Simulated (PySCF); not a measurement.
Computed IR spectrum (relative IR intensity) of a molecule C3H9ClOSi. The structure is a stationary point at PBE-D3(BJ)/def2-SVP. The values are those of a single conformer. Calculation: PBE-D3(BJ)/def2-SVP (PySCF 2.14.0). Frequencies are harmonic and unscaled.

Lines under 2 % of the strongest are left out, and lines within 2 cm⁻¹ are merged.

```csv
ν (cm⁻¹),relative intensity
123,2.3
245,2.5
361,8.3
425,10
439,81
520,40
564,17
803,100
851,61
909,3.6
913,63
943,20
961,4.2
1099,23
1141,28
1162,7.1
1304,33
1331,19
1345,8.6
1393,3.2
1409,2.6
1415,4.1
1430,3.9
2157,75
2189,70
2958,12
2964,12
3049,16
3058,9.4
3073,7.9
3636,22
```

Problem. Identify the compound among the candidates.
(A) CCOC[SiH2]Cl
(B) CC[C@@H](O)[SiH2]Cl
(C) CC(C)(O)[SiH2]Cl
(D) CCCO[SiH2]Cl

Solution. C, CC(C)(O)[SiH2]Cl
